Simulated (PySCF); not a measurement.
## Computed properties of C₂H₉ClOSi₂, SMILES CCO[SiH2][SiH2]Cl

C₂H₉ClOSi₂, SMILES CCO[SiH2][SiH2]Cl. Geometry optimised at B3LYP-D3(BJ)/def2-SVP. This is a generated structure with no PubChem entry under its InChIKey; it may be hypothetical. The values are those of a single conformer. All values are computed for the isolated molecule unless a solvent is named; none is compared with measurement here.

**Structure.** The optimised structure has Cs symmetry. All 39 harmonic modes at B3LYP-D3(BJ)/def2-SVP (PySCF) are real, so it is a minimum. With heavy atoms numbered as in [CH3:1][CH2:2][O:3][SiH2:4][SiH2:5][Cl:6], the shortest bond between them is C2–O3 at 1.420 Å and the longest Si4–Si5 at 2.341 Å.

**Vibrations.** The strongest infrared lines (harmonic, unscaled, degenerate partners summed) lie at 790 cm⁻¹ (490 km/mol, H 85 %, Si 9 %), 1141 cm⁻¹ (355 km/mol, O 43 %, C 40 %, H 15 %), 976 cm⁻¹ (138 km/mol, H 47 %, C 25 %, O 17 %, Si 11 %). The softest mode is at 27 cm⁻¹ and the zero-point energy is 66.9 kcal/mol.

**Electronic structure.** r2SCAN/def2-TZVP (PySCF) places the frontier levels at -7.05 and -1.39 eV, a gap of 5.66 eV, and gives a dipole moment of 2.34 D and a mean polarisability of 96.4 bohr³. PBE/def2-TZVP (PySCF) at the same geometry gives -6.71 and -1.68 eV, so its gap is 0.63 eV narrower. An orbital gap is neither the optical nor the fundamental gap.

**Excitations.** TDA-B3LYP/def2-SVPD (PySCF) has S1 at 5.87 eV (211 nm, f = 0.006, weak); the most intense of the 6 singlets computed lies at 7.20 eV (f = 0.13). T1 (TDA) is at 5.32 eV, 0.55 eV under S1. TDA-PBE/def2-SVPD (PySCF) puts S1 at 5.11 eV. No vertical singlet excitation falls in the visible range (under 3.1 eV).

**NMR.** GIAO shifts at HF/pcSseg-1 (PySCF) (non-relativistic, atoms alike by connectivity averaged): ¹³C from 22.0 to 60.6 ppm against TMS; ¹H from 1.7 to 5.0 ppm against TMS; ²⁹Si from -28.2 to -27.1 ppm against TMS. Without spin–orbit terms, shifts of atoms bonded to Cl or Br come out too high.

**Solvation.** SMD-ωB97X/def2-SVP (PySCF) gives 0.8 kcal/mol in water, -4.1 kcal/mol in diethylether, -3.3 kcal/mol in acetonitrile (1 M in both phases, gas-phase geometry); of these solvents diethylether holds the molecule best.
